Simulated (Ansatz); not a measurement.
Born–Oppenheimer molecular dynamics of Cl3GeH (5 atoms, charge 0, multiplicity 1). It goes on from the last frame of an earlier run, with new velocities.

Computed with RKS PBE/def2-SVP in Ansatz.

```json
{"ensemble": "NVE (velocity Verlet)", "time step": "3 fs", "steps asked": "40", "starting velocities drawn for": "1500 K", "seed": "858351"}
```

First frame:

```xyz
5
Properties=species:S:1:pos:R:3
Ge -0.008 0.028 0.041
Cl -0.044 0.040 2.309
Cl 2.010 -0.113 -0.841
H -0.764 1.335 -0.359
Cl -0.904 -1.792 -0.817
```

Q: How far do the bonds stretch over the last three quarters of this one trajectory? (Pairs bonded in most of those frames.)

A: 
```tsv
bond	mean (Å)	spread (Å)	shortest	longest
Ge1–Cl2	2.155	0.071	2.06	2.26
Ge1–Cl3	2.195	0.085	2.06	2.31
Ge1–H4	1.547	0.023	1.51	1.58
Ge1–Cl5	2.170	0.043	2.10	2.23
```

Mean temperature of the second half: 825 K. The conserved energy stayed within 1.2 meV per atom of its start (net change 0.82 meV per atom), so the integration is sound. Over the second half the temperature averaged 0.55 of the 1500 K drawn at the start: a run that starts near a minimum puts about half its kinetic energy into the potential. A step of 3 fs is long for free X–H stretches (periods near 10 fs) and can bias their spread and the temperature. A run of 0.12 ps of so small a system gives no equilibrium averages.

The run took 91 s on 1 thread of Arm Neoverse V2, on a shared host, peak memory 0.13 GiB.
